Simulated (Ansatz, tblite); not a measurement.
Removing and adding an electron: Nb3O14H13, a hydroxylated oxide cluster. Total charge 0; singlet. Geometry: r2SCAN-D4/def2-SVP. Ansatz, gas phase; energy differences of separate SCF runs; the oxidised species was run as a doublet alone; the reduced species was run as a doublet alone.

```xyz
30

Nb    0.783    2.217   -0.595
Nb   -1.221   -1.241   -1.007
Nb    0.907   -1.303    1.467
O    -0.932    0.850   -1.014
O    -3.102   -0.873   -0.763
O    -1.201   -0.827    1.150
O    -1.176   -1.345   -2.875
O     1.741    0.861   -1.501
O     1.011    0.812    1.066
O     0.272    3.172   -2.168
O    -1.432   -3.119   -0.487
O     2.782   -1.388    1.581
O     0.354   -3.089    1.521
O     0.622   -1.327   -0.513
O     0.521   -0.768    3.273
O     2.310    3.210   -0.047
O    -0.462    3.053    0.587
H    -1.710    1.351   -1.299
H    -3.504   -0.746    0.106
H    -1.269    0.137    1.219
H    -1.041   -1.067   -3.784
H     1.576   -0.096   -1.338
H     1.015    1.288    1.911
H     0.542    2.934   -3.064
H    -2.311   -3.512   -0.396
H     3.562   -0.822    1.576
H    -0.304   -3.422    0.859
H    -0.373   -0.827    3.637
H     3.223    3.025   -0.297
H    -1.184    2.861    1.194
```

In the def2 sets Nb takes a core potential; there is no spin–orbit coupling. The xTB rows come from tblite. Single mean-field runs in def2-TZVP are fitted with def2-universal-jkfit. HOMO above LUMO, or a gap near zero within one spin, warns that the state may not be the lowest or that an electron is smeared out.

```tsv
level	−HOMO (eV)	vertical IE (eV)	−LUMO (eV)	vertical EA (eV)	HOMO–LUMO gap (eV)	IE − EA (eV)	remarks
GFN1-xTB	10.67	12.94	7.83	5.82	2.84	7.12	–
GFN2-xTB	11.58	13.93	8.65	6.52	2.93	7.41	–
PBE0-D4/def2-TZVP	8.45	9.90	2.03	0.67	6.42	9.23	HOMO above zero (-1 doublet)
```

**Question.** Estimate the rows for PBE-D4/def2-TZVP, BLYP-D4/def2-TZVP.

**Answer.** 
| level | −HOMO (eV) | vertical IE (eV) | −LUMO (eV) | vertical EA (eV) | HOMO–LUMO gap (eV) | IE − EA (eV) | remarks |
| --- | --- | --- | --- | --- | --- | --- | --- |
| PBE-D4/def2-TZVP | 6.75 | – | 2.74 | 0.66 | 4.01 | – | HOMO above zero (-1 doublet), gap within one spin near zero (-1 doublet) |
| BLYP-D4/def2-TZVP | 6.67 | – | 2.66 | 0.61 | 4.01 | – | HOMO above zero (-1 doublet), gap within one spin near zero (-1 doublet) |

Run but left out: PBE-D4/def2-TZVP, BLYP-D4/def2-TZVP (charge +1 doublet: an occupied level 0.03 eV above an empty one).   A HOMO above zero means that the electron is unbound at that level or that self-interaction error raises the level; the energy of removing that electron tells which. Raw xTB energy differences between charge states are shifted by several eV; the methods need an empirical correction for them. Sets without diffuse functions give affinities that are too small.
